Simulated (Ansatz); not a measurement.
Ansatz (an electronic-structure program) job for Te(OMe)(SeH) (CH4OSeTe), SMILES CO[Te][SeH], PBE-D3(BJ)/def2-SVP. 

Ansatz 0.2 input:
```yaml
crystal:
  periodic: [false, false, false]
  atoms:
    - {symbol: Te, position_ang: [0.49735195, -0.06056888, 0.75546949]}
    - {symbol: O, position_ang: [1.66835433, -0.82964172, -0.67003310]}
    - {symbol: C, position_ang: [1.20995315, -1.97743551, -1.33098963]}
    - {symbol: H, position_ang: [0.30026771, -1.78009068, -1.92943299]}
    - {symbol: H, position_ang: [2.00808426, -2.29053801, -2.02368429]}
    - {symbol: H, position_ang: [0.99551906, -2.81633990, -0.64223786]}
    - {symbol: Se, position_ang: [-1.39768487, 0.84975315, -0.61117429]}
    - {symbol: H, position_ang: [-2.25144071, -0.35330978, -0.56293006]}
basis:
  gaussian:
    orbitals: def2-SVP
hamiltonian:
  xc: pbe
  dispersion: d3bj
relax: {f_tol: 0.002, max_steps: 200}
```

It prints:

```
WARN ansatz: RAYON_NUM_THREADS=1 ignored (pool sized by the plan → 1); use --threads N
Functional definition: PBE
integrals: 0.05 GiB planned
1199 factors; their error is unknown
mean field: 0.28 GiB planned
mean field evaluation 1: about -75761.0928 eV, gradient 5.5e1 eV
mean field evaluation 2: about -75663.0937 eV, gradient 1.7e2 eV
mean field evaluation 4: about -75767.4248 eV, gradient 1.5e1 eV
mean field evaluation 8: about -75768.0429 eV, gradient 2.2e-1 eV
mean field evaluation 16: about -75767.9281 eV, gradient 5.3e-4 eV
mean field -75767.92808705 eV, -2784.4199998527 hartree, gradient 3.9e-5 eV, S^2 0.000000; 0 other end points of the search recorded, 0 dependent functions left out
the calculation of the forces begins
reference -75767.92811757 eV, -2784.4200009743 hartree; 38, 38 occupied and 68, 68 virtual orbitals, 1199 factors
relax step   1: F+E_penalty+E_count = -75768.12368770 eV  Δ(F+E_penalty+E_count) = +0.000e0 eV  max|allowed force component| = 6.155e-1 eV/Å  Δτ_max = 0.0000 Å  (28 SCF iters, accepted)
these checks for a lower state are left out or cut short: starts, cluster_reference, orbital_swaps, neighbouring_geometries, increment
integrals: 0.05 GiB planned
1199 factors; their error is unknown
mean field: 0.28 GiB planned
mean field -75767.95383156 eV, -2784.4209459462 hartree, gradient 1.2e-5 eV, S^2 0.000000; 0 other end points of the search recorded, 0 dependent functions left out
the calculation of the forces begins
reference -75767.95386238 eV, -2784.4209470789 hartree; 38, 38 occupied and 68, 68 virtual orbitals, 1199 factors
relax step   2: F+E_penalty+E_count = -75768.14522384 eV  Δ(F+E_penalty+E_count) = -2.154e-2 eV  max|allowed force component| = 3.015e-1 eV/Å  Δτ_max = 0.0876 Å  (30 SCF iters, accepted)
these checks for a lower state are left out or cut short: starts, cluster_reference, orbital_swaps, neighbouring_geometries, increment
integrals: 0.05 GiB planned
1199 factors; their error is unknown
mean field: 0.28 GiB planned
mean field evaluation 32: about -75767.9601 eV, gradient 2.2e-5 eV
mean field -75767.96005498 eV, -2784.4211746525 hartree, gradient 2.2e-5 eV, S^2 0.000000; 0 other end points of the search recorded, 0 dependent functions left out
the calculation of the forces begins
reference -75767.96008570 eV, -2784.4211757814 hartree; 38, 38 occupied and 68, 68 virtual orbitals, 1199 factors
relax step   3: F+E_penalty+E_count = -75768.15219050 eV  Δ(F+E_penalty+E_count) = -6.967e-3 eV  max|allowed force component| = 7.090e-2 eV/Å  Δτ_max = 0.0354 Å  (29 SCF iters, accepted)
these checks for a lower state are left out or cut short: starts, cluster_reference, orbital_swaps, neighbouring_geometries, increment
integrals: 0.05 GiB planned
1199 factors; their error is unknown
mean field: 0.28 GiB planned
mean field -75767.96047878 eV, -2784.4211902269 hartree, gradient 1.9e-5 eV, S^2 0.000000; 0 other end points of the search recorded, 0 dependent functions left out
the calculation of the forces begins
reference -75767.96050946 eV, -2784.4211913545 hartree; 38, 38 occupied and 68, 68 virtual orbitals, 1199 factors
relax step   4: F+E_penalty+E_count = -75768.15286833 eV  Δ(F+E_penalty+E_count) = -6.778e-4 eV  max|allowed force component| = 3.230e-2 eV/Å  Δτ_max = 0.0102 Å  (30 SCF iters, accepted)
these checks for a lower state are left out or cut short: starts, cluster_reference, orbital_swaps, neighbouring_geometries, increment
integrals: 0.05 GiB planned
1199 factors; their error is unknown
mean field: 0.28 GiB planned
mean field -75767.96062748 eV, -2784.4211956916 hartree, gradient 1.2e-5 eV, S^2 0.000000; 0 other end points of the search recorded, 0 dependent functions left out
the calculation of the forces begins
reference -75767.96065817 eV, -2784.4211968193 hartree; 38, 38 occupied and 68, 68 virtual orbitals, 1199 factors
relax step   5: F+E_penalty+E_count = -75768.15293779 eV  Δ(F+E_penalty+E_count) = -6.946e-5 eV  max|allowed force component| = 7.465e-3 eV/Å  Δτ_max = 0.0034 Å  (24 SCF iters, accepted)
these checks for a lower state are left out or cut short: starts, cluster_reference, orbital_swaps, neighbouring_geometries, increment
integrals: 0.05 GiB planned
1199 factors; their error is unknown
mean field: 0.28 GiB planned
mean field -75767.96083805 eV, -2784.4212034300 hartree, gradient 2.0e-5 eV, S^2 0.000000; 0 other end points of the search recorded, 0 dependent functions left out
the calculation of the forces begins
reference -75767.96086872 eV, -2784.4212045571 hartree; 38, 38 occupied and 68, 68 virtual orbitals, 1199 factors
relax step   6: F+E_penalty+E_count = -75768.15297988 eV  Δ(F+E_penalty+E_count) = -4.210e-5 eV  max|allowed force component| = 7.882e-3 eV/Å  Δτ_max = 0.0152 Å  (30 SCF iters, accepted)
these checks for a lower state are left out or cut short: starts, cluster_reference, orbital_swaps, neighbouring_geometries, increment
integrals: 0.05 GiB planned
1199 factors; their error is unknown
mean field: 0.28 GiB planned
mean field -75767.96087033 eV, -2784.4212046163 hartree, gradient 1.9e-5 eV, S^2 0.000000; 0 other end points of the search recorded, 0 dependent functions left out
the calculation of the forces begins
reference -75767.96090101 eV, -2784.4212057436 hartree; 38, 38 occupied and 68, 68 virtual orbitals, 1199 factors
relax step   7: F+E_penalty+E_count = -75768.15300844 eV  Δ(F+E_penalty+E_count) = -2.855e-5 eV  max|allowed force component| = 7.897e-3 eV/Å  Δτ_max = 0.0121 Å  (31 SCF iters, accepted)
these checks for a lower state are left out or cut short: starts, cluster_reference, orbital_swaps, neighbouring_geometries, increment
integrals: 0.05 GiB planned
1199 factors; their error is unknown
mean field: 0.28 GiB planned
mean field evaluation 64: about -75767.9610 eV, gradient 9.9e-4 eV
mean field -75767.96095169 eV, -2784.4212076062 hartree, gradient 2.4e-5 eV, S^2 0.000000; 0 other end points of the search recorded, 0 dependent functions left out
the calculation of the forces begins
reference -75767.96098238 eV, -2784.4212087338 hartree; 38, 38 occupied and 68, 68 virtual orbitals, 1199 factors
relax step   8: F+E_penalty+E_count = -75768.15300361 eV  Δ(F+E_penalty+E_count) = +4.828e-6 eV  max|allowed force component| = 6.181e-3 eV/Å  Δτ_max = 0.0056 Å  (24 SCF iters, rejected (line search))
these checks for a lower state are left out or cut short: starts, cluster_reference, orbital_swaps, neighbouring_geometries, increment
integrals: 0.05 GiB planned
1199 factors; their error is unknown
mean field: 0.28 GiB planned
mean field -75767.96094448 eV, -2784.4212073411 hartree, gradient 1.9e-5 eV, S^2 0.000000; 0 other end points of the search recorded, 0 dependent functions left out
the calculation of the forces begins
reference -75767.96097516 eV, -2784.4212084685 hartree; 38, 38 occupied and 68, 68 virtual orbitals, 1199 factors
relax step   9: F+E_penalty+E_count = -75768.15302701 eV  Δ(F+E_penalty+E_count) = -1.857e-5 eV  max|allowed force component| = 1.427e-3 eV/Å  Δτ_max = 0.0027 Å  (23 SCF iters, accepted)
integrals: 0.05 GiB planned
1199 factors; their error is unknown
mean field: 0.28 GiB planned
mean field -75767.96094448 eV, -2784.4212073411 hartree, gradient 1.8e-5 eV, S^2 0.000000; 1 other end points of the search recorded, 0 dependent functions left out
the calculation of the forces begins
reference -75767.96097516 eV, -2784.4212084685 hartree; 38, 38 occupied and 68, 68 virtual orbitals, 1199 factors
Total energy: -75768.15305768 eV, -2784.4282673711 hartree
Atom 0 at     0.484213    -0.059393     0.763591 Å, force     0.000346     0.000131    -0.001427 eV/Å
Atom 1 at     1.693422    -0.827052    -0.684276 Å, force    -0.001316     0.000943     0.001165 eV/Å
Atom 2 at     1.230475    -1.995364    -1.336766 Å, force     0.000921    -0.001227     0.000428 eV/Å
Atom 3 at     0.311100    -1.808275    -1.940574 Å, force    -0.000443     0.000519    -0.000109 eV/Å
Atom 4 at     2.036917    -2.308381    -2.034543 Å, force    -0.000143    -0.000814    -0.000090 eV/Å
Atom 5 at     1.020919    -2.839235    -0.638089 Å, force     0.000538     0.000389    -0.000553 eV/Å
Atom 6 at    -1.439046     0.896500    -0.584143 Å, force     0.000088    -0.000006     0.001160 eV/Å
Atom 7 at    -2.307596    -0.316972    -0.560214 Å, force     0.000010     0.000065    -0.000575 eV/Å
Dipole moment:    -0.241091    -0.271328     0.085607 e Å
```

The calculation finished and met its thresholds.
